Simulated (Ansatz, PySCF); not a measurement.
Conformers of C3H8S2 (SMILES CSCSC), B3LYP-D3(BJ)/def2-TZVP minima from an xTB search, which can miss the lowest.
Conformer 1 (charge 0, multiplicity 1):
```csv
atom,x (Å),y (Å),z (Å)
C,2.0221,-0.8157,-0.4904
S,1.0513,-0.3301,0.9584
C,0.1896,1.1195,0.2832
S,-0.9668,0.8286,-1.0871
C,-2.1942,-0.2003,-0.2432
H,1.3652,-0.9820,-1.3429
H,2.5294,-1.7450,-0.2365
H,2.7658,-0.0571,-0.7352
H,-0.3369,1.5686,1.1253
H,0.9146,1.8424,-0.0908
H,-2.9129,-0.5201,-0.9959
H,-2.7137,0.3654,0.5305
H,-1.7134,-1.0742,0.1939
```

Cores are frozen in the correlated methods. CBS: X⁻³ extrapolation of the correlation energy, Hartree–Fock from the larger set. MP2 and its Hartree–Fock in cc-pV(Q+d)Z are density fitted. Rows in 6-31G* carry no dispersion term and start afresh at each structure (6-31G* with six Cartesian d functions).

Programs: Ansatz (Gaussian basis) for Hartree–Fock, density functionals and correlated methods; PySCF for 6-31G* rows. 

Electronic energies of 5 conformers above conformer 1 (kcal/mol):

```
level                                                     conformer 1  conformer 2  conformer 3  conformer 4  conformer 5
--------------------------------------------------------  -----------  -----------  -----------  -----------  -----------
PBE/def2-TZVPP                                                   0.00         2.33         3.09         4.79         5.17
B3LYP/6-31G*                                                     0.00         2.05         2.98         4.31         4.62
wB97M-V/def2-TZVPP                                               0.00         2.13         2.85         4.65         4.75
MP2/CBS(cc-pV(T+d)Z, cc-pV(Q+d)Z) + ΔCCSD(T)/cc-pV(T+d)Z         0.00         2.07         2.81         4.48         4.52
```

**Question.** Give Boltzmann populations at 298.15 K for each level, counting each conformer once and leaving out zero-point, thermal and symmetry terms.

**Answer.** 
Weights exp(−E/RT) with RT = 0.5925 kcal/mol, divided by their sum:
- PBE/def2-TZVPP: 98 %, 2 %, 1 %, 0 %, 0 %
- B3LYP/6-31G*: 96 %, 3 %, 1 %, 0 %, 0 %
- wB97M-V/def2-TZVPP: 97 %, 3 %, 1 %, 0 %, 0 %
- MP2/CBS(cc-pV(T+d)Z, cc-pV(Q+d)Z) + ΔCCSD(T)/cc-pV(T+d)Z: 96 %, 3 %, 1 %, 0 %, 0 %
The share of conformer 1 runs from 96 to 98 % over these levels.

Ansatz is a quantum-chemistry and plane-wave program.
